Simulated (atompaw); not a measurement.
# Varying the PAW (atompaw) potential for nickel (Ni)

Base potential:

Ni, PAW, made with atompaw 4.2.0.5 (PBE, scalar-relativistic). Core [Ar], reference 3d8 4s1 4p0 (charge +1). Waves: 4s (bound): rc 2.55 bohr; 4s channel at 2.1 Ry: rc 2.55 bohr; 4p (bound, empty): rc 2.55 bohr; 4p channel at 0.05 Ry: rc 2.55 bohr; 3d (bound): rc 1.60 bohr; 3d channel at 0.4 Ry: rc 1.60 bohr. Local part: troulliermartins scheme with l = 3 at 0 Ry, radius 2.55 bohr. Core correction: smooth core density matched at 2.40 bohr. Augmentation charge: sinc compensation charge, radius 2.05 bohr; PAW radius 2.55 bohr; waves and projectors: custom polynom2 7 10 vanderbiltortho.

Cutoffs, loose and tight: the cutoffs (Ry, on a coarse ladder) from which the occupation-weighted sum of valence levels, in a spherical-Bessel basis at the reference potential, stays within 10 and 1 mRy of its value at 400 Ry. They see the waves, projectors and local potential, not the compensation charge or the core. A dash means not determined.

A true bound ghost makes a file unfit for plane-wave use even where its test errors are small: the radial tests pick states by their node count and pass the ghost by.

| change | outcome | cutoff, loose | cutoff, tight | bound ghosts |
| --- | --- | --- | --- | --- |
| base | generated | 140 Ry | 300 Ry | none |
| augmentation sinc compensation charge, radius 2.30 bohr; PAW radius 2.55 bohr; waves and projectors: custom polynom2 7 10 vanderbiltortho | generated | 140 Ry | 300 Ry | none |
| wave 3d channel at 0.4 Ry: rc 1.60 bohr becomes 3d channel at -1.06 Ry: rc 1.60 bohr | generated | 140 Ry | 300 Ry | none |

Question: What comes out with this change to the base: waves 4s (bound); 4s channel at 2.1 Ry; 4p (bound); 4p channel at 0.05 Ry; 3d (bound); 3d channel at 0.4 Ry; augmentation sinc compensation charge, radius 2.05 bohr; PAW radius 2.55 bohr; waves and projectors: bloechl?

Answer: outcome: failed: atompaw: The overlap operator has at least one negative eigenvalue!. Cause: the overlap operator built from these waves and projectors is not positive definite.

Question: What comes out with this change to the base: reference 3d8 4s2 4p0?

Answer: outcome: generated; cutoff, loose: 110 Ry; cutoff, tight: 300 Ry; bound ghosts: none.

Question: What comes out with this change to the base: wave 4s channel at 2.1 Ry: rc 2.55 bohr becomes 4s channel at 2.1 Ry: rc 1.32 bohr?

Answer: outcome: generated; cutoff, loose: 140 Ry; cutoff, tight: 300 Ry; bound ghosts: s.
